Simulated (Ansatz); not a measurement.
Reaction (ligand exchange at the Si–S bond): `N[SiH2]S[SiH](N)O` + `C=N` → `C=N[SiH2]N` + `N[SiH](O)S`

Gas-phase electronic energies from Ansatz, PBE0-D4/def2-TZVP geometries. CBS: MP2 limit from def2 TZ/QZ plus the TZ coupled-cluster correction, frozen cores. This one scheme is used for every species. Functionals use def2-TZVPP. Each species was taken in one conformer, which may not be the lowest.

```csv
level,ΔE (kJ/mol)
ωB97X-V,39.8
PBE,45.6
r2SCAN,43.6
MP2/def2-TZVPP,42.7
CCSD(T)/def2-TZVPP,40.8
MP2/def2-QZVPP,43.0
HF/CBS(def2),12.8
CCSD/CBS(def2),37.1
```

(1) What does CCSD(T)/CBS give? (An estimate is asked.)

Largest T1 diagnostic among the species: 0.012.

## Answers

(1) Computed: +42.2 kJ/mol. The listed levels differ from it by -2.4, 3.4, 1.4, 0.5, -1.4, 0.8, -29.4, -5.1 kJ/mol.

In def2-TZVPP, CCSD(T) changes the Hartree–Fock value by +26.3 kJ/mol (the triples alone add +5.1 kJ/mol) and MP2 by +28.2 kJ/mol. The D4 term adds +11.4 kJ/mol with B3LYP and +6.4 kJ/mol with PBE0; it sums over pairs of atoms, weighted by their polarisabilities, and B3LYP, whose exchange is more repulsive, gets the larger term.

B3LYP here is the variant with VWN-RPA as its local correlation; programs differ in this.
